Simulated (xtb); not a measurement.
Si(F)3(SH) (F3HSSi), SMILES F[Si](F)(F)S. All values are semi-empirical tight-binding results from xtb (GFN2-xTB unless named), good for trends rather than for accurate numbers. The structure is a stationary point at GFN2-xTB. The values are those of a single conformer.

Computed properties:
```yaml
orbital_gap: 5.55 eV
zero_point_energy: 10.8 kcal/mol
G − E(el) at 298.15 K (modified RRHO): -9.1 kcal/mol
static polarisability (D4 model): 62.0 bohr³
solvation energy, GFN2-xTB/ALPB(water): 0.0 kcal/mol
solvation energy, GFN2-xTB/ALPB(acetonitrile): -1.8 kcal/mol
```
